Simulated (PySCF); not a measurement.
Spinor energies of La⁴⁴⁺ (lanthanum, charge +44)

Start: [Ne] 3s2 3p1; 3p3/2 filled at m_j = +3/2. Calculated with PySCF 2.14 in an uncontracted even-tempered set (18 s from 10 bohr⁻², ratio 2.4; 14 p from 13 bohr⁻², ratio 2.4; 4 d from 45 bohr⁻², ratio 2.6; 4 f from 68 bohr⁻², ratio 2.6): generalised Hartree-Fock with the X2C-1e Hamiltonian and a Gaussian nucleus; one run each with spin-orbit coupling (SO) screened by Boettger's factors, then bare. This is a chosen level, not necessarily the ground level.

```csv
spinor shell,electrons,"ε, screened SO (eV)","ε, bare SO (eV)",weight of nominal j (bare SO),"rms radius, bare SO (bohr)"
1s1/2,2,-42035.6,-42035.4,1.000,0.0286
2s1/2,2,-9083.1,-9083.1,1.000,0.114
2p1/2,2,-8738.7,-8750.7,1.000,0.0979
3s1/2,2,-3619.8,-3619.8,1.000,0.274
3p3/2,1,-3410.1,-3409.0,1.000,0.269
```

**Question.** Where does 2p3/2 lie, and what is the 2p spin-orbit splitting (bare SO)?

**Answer.** At -8307.2 eV, 443.51 eV above 2p1/2.

```
   quantity  screened SO      bare SO
E (hartree)  -6655.43550  -6655.60962
        M_J          3/2          3/2
       ⟨J²⟩        3.751        3.751
       ⟨L²⟩        2.010        2.011
       ⟨S²⟩        0.760        0.761
```

Each row is a mean over spinors that exchange with the open shell spreads, by up to 20.846 eV (3s1/2).

Breit and QED terms are absent; they matter most for the inner s and p1/2 levels.

Densities and radii are taken from the X2C orbitals without a picture-change correction, which distorts them close to the nucleus.
